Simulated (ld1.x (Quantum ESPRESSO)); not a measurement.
## What one change does to a pseudopotential (cobalt (Co), TM semilocal)

```json
{
  "Element": "cobalt",
  "Generator": "ld1.x (Quantum ESPRESSO) 7.5",
  "Type": "norm-conserving Troullier–Martins (semilocal form)",
  "Functional": "LDA (PZ)",
  "Relativity": "scalar-relativistic",
  "Frozen core": "[Ne] 3s2",
  "Valence charge": "15",
  "Reference configuration": "3p6 3d7 4s0 4p0 (charge +2)",
  "Partial waves": "3p (bound): rc 1.00 bohr; 3d (bound): rc 1.60 bohr; 4s (bound, empty): rc 2.20 bohr",
  "Local potential": "the s channel",
  "Core correction": "Bessel-smoothed model core inside 1.00 bohr"
}
```

Change: functional PBE.

Cutoffs: the cutoffs (Ry, on a coarse ladder) from which the occupation-weighted sum of valence levels, in a spherical-Bessel basis at the reference potential, stays within 10 and 1 mRy of its value at 400 Ry; they do not see the model core or the augmentation charge, which bear on the density cutoff. Errors are all-electron minus pseudo energies relative to the spin-unpolarised reference configuration.

Q: Predict the effect on cutoff, ghosts and configuration errors.

A: The potential gets neither clearly harder nor softer (110 Ry and 180 Ry → 110 Ry and 180 Ry); the number of tests with a reliable result goes from 9 to 7; of the 7 tests that both files solve, the error grows in 2 and shrinks in 0 by more than 15 % and 0.3 meV (median size 28.3 → 26.9 meV); neither file shows a bound ghost. A semilocal file is local in each channel, so a ghost entry of none says nothing of the separable form that plane-wave codes build from it.

| quantity | base | changed |
| --- | --- | --- |
| cutoff, loose | 110 Ry | 110 Ry |
| cutoff, tight | 180 Ry | 180 Ry |
| bound ghosts | none | none |
| error for 3p6 3d7 4s2 4p0, meV [ΔE -26.38 → -25.82 eV] | -14 | -16 |
| error for 3p6 3d7 4s1 4p0, meV [ΔE -17.08 → -16.79 eV] | -5.5 | -6.4 |
| error for 3p6 3d6 4s0 4p0, meV [ΔE 36.19 → 35.87 eV] | -55 | -58 |
| error for 3p5 3d7 4s2 4p0, meV [ΔE 47.04 → 47.71 eV] | -607 | -615 |
| error for 3p6 3d7.5 4s1.5 4p0, meV [ΔE -27.36 → -26.78 eV] | +0.4 | -2.0 |
| error for 3p6 3d7 4s0 4p1, meV [ΔE -11.63 → -11.42 eV] | +28 | +27 |
| error for 3p6 3d6 4s2 4p0, meV [ΔE -10.92 → -10.63 eV] | -154 | -160 |
| s: phases at 2.39 bohr within 0.05 rad from the reference energy up to (Ry; the scan ends near 5) | 2.0 | 2.0 |
| p: phases at 2.39 bohr within 0.05 rad from the reference energy up to (Ry; the scan ends near 5) | to the end of the scan | to the end of the scan |
| d: phases at 2.39 bohr within 0.05 rad from the reference energy up to (Ry; the scan ends near 5) | -0.3 | -0.3 |
